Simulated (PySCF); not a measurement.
**How methods differ on the excitation energy of Ga⁺**

Ga⁺ [Ar] 3d10 4s2 (1S) → Ga⁺ [Ar] 3d10 4s1 4p1 (3P), as a difference of total energies. All numbers are calculated (PySCF 2.14, a scalar-relativistic core potential, in aug-cc-pVDZ-PP with ECP10MDF). Correlated levels: valence: 3s2 3p6 3d10 frozen. The calculations carry no spin-orbit coupling.

```csv
method,excitation energy (eV)
UHF,4.648
MP2 (valence),5.231
SCS-MP2 (valence),5.392
CCSD (valence),5.520
```

Question: How much does correlation contribute at MP2 (valence)?

Answer: 5.231 − (4.648) = 0.583 eV, measured against UHF.

Errors of the correlated levels include the incompleteness of this basis and the frozen core.

With two correlated electrons CCSD is exact in that space.

For comparison: 5.986 eV (measured; NIST levels, between the centres of gravity of the two terms).
